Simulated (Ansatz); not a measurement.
Relaxation of Cl2HInO (5 atoms, charge 0, multiplicity 1), to a largest force component of 0.02 eV/Å in at most 40 steps.

All numbers below come from RKS B3LYP/def2-SVP (Ansatz).

```xyz
5
Properties=species:S:1:pos:R:3
In 0.000 0.000 0.000
Cl 0.000 0.000 2.440
Cl 2.113 0.000 -1.220
O -1.723 0.000 -0.995
H -2.233 -0.847 -0.786
```

Question: Where does it end, and by what steps?

Answer: It converged. After 6 steps the energy has fallen by 0.235 eV; H5 moved furthest, 0.46 Å.

```tsv
step	energy less start (eV)	largest force component (eV/Å)	accepted
0	0.0000	1.524	yes
1	-0.0589	1.875	yes
2	-0.0932	2.080	yes
3	-0.2304	0.184	yes
4	-0.2332	0.105	yes
5	-0.2345	0.066	yes
6	-0.2349	0.002	yes
```

```xyz
5
Properties=species:S:1:pos:R:3
In 0.055 -0.107 -0.043
Cl -0.032 -0.068 2.306
Cl 2.104 0.166 -1.135
O -1.595 -0.368 -1.129
H -2.374 -0.469 -0.560
```

Whether the end is a true minimum wasn't checked by a vibrational analysis.

Time of the run: 34 s on 1 thread of Arm Neoverse V1, on a shared host, peak memory 0.17 GiB.
